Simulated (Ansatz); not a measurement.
Cost and result for the atomization energy of C2H3BCl2, SMILES `ClC1(Cl)BC1` (8 atoms, 8 bonds).

```xyz
8

Cl    1.9336   -1.0180    0.4345
C     0.5503   -0.3049   -0.3684
Cl    0.7576   -0.0395   -2.0881
B    -0.8584   -0.6192    0.1510
C    -0.2259    0.7521    0.3975
H    -1.7433   -1.3948    0.2502
H     0.1457    1.0037    1.3881
H    -0.5596    1.6206   -0.1649
```

Total charge 0; spin multiplicity 1. Geometry: relaxed with PBE0-D4/def2-TZVP. Program: Ansatz. All runs use 2 threads of an Arm Neoverse V1 on a shared host. Times are those of one run each, without the atoms' runs, and a repeat can differ threefold. Electronic energies, without spin–orbit coupling; frozen cores. CCSD(T)/CBS adds CCSD(T) − MP2 in def2-TZVPP to the MP2 limit, and its time is that of the two runs behind it. T1 = 0.011. B3LYP takes the VWN-RPA correlation (the form of Gaussian; ORCA's B3LYP/G). HSE06 is the plane-wave form, built on full-range PBE exchange.

CCSD(T)/CBS is a level of theory with its own doubt, some kJ/mol a heavy atom from the limit and from the frozen cores, so smaller differences don't rank the functionals.

| level | functions | wall time | atomization (kcal/mol) | difference from CCSD(T)/CBS | per bond |
| --- | --- | --- | --- | --- | --- |
| LDA (SPW92)/def2-TZVPP | 219 | 1.8 s | 802.7 | 125.8 | 15.7 |
| revPBE-D4/def2-TZVPP | 219 | 3 s | 689.3 | 12.4 | 1.6 |
| CCSD(T)/def2-SVP | 93 | 4.4 s | 641.3 | -35.6 | -4.4 |
| HSE06-D4/def2-TZVPP | 219 | 4.8 s | 695.8 | 18.9 | 2.4 |
| CAM-B3LYP-D4/def2-TZVPP | 219 | 5.5 s | 681.1 | 4.2 | 0.5 |
| r2SCAN-D4/def2-TZVPP (with forces) | 219 | 7.5 s | 690.6 | 13.7 | 1.7 |
| B3LYP-D4/def2-TZVPP (with forces) | 219 | 7.5 s | 678.9 | 2.0 | 0.3 |
| r2SCANh-D4/def2-TZVPP | 219 | 8.5 s | 685.7 | 8.8 | 1.1 |
| ωB97X-V/def2-TZVPP | 219 | 13 s | 684.5 | 7.6 | 1.0 |
| ωB97M-V/def2-TZVPP (with forces) | 219 | 18 s | 687.0 | 10.1 | 1.3 |
| MP2/def2-QZVPP | 401 | 26 s | 692.4 | 15.5 | 1.9 |
| CCSD(T)/def2-TZVPP | 219 | 2.2 min | 657.3 | -19.6 | -2.4 |
| CCSD(T)/CBS(def2) | – | 2.7 min | 676.9 | 0.0 | 0.0 |

From PBE to PBE0 (25 % exact exchange), in def2-TZVPP and without D4, the atomization energy moves by −13.6 kcal/mol: exact exchange takes away binding that semilocal exchange gives to molecules. Leaving LDA and LC-ωPBE aside and taking each functional with its dispersion term where it has one, the values, not all of them listed here, spread over 52.7 kcal/mol, from BHLYP-D4 to PBE-D4. LDA lies +98.0 kcal/mol from PBE without D4, its usual overbinding. In def2-TZVPP, CCSD(T) changes the Hartree–Fock value by +168.2 kcal/mol (the triples alone add +14.0 kcal/mol) and MP2 by +191.8 kcal/mol; breaking electron pairs costs correlation energy, which Hartree–Fock lacks.
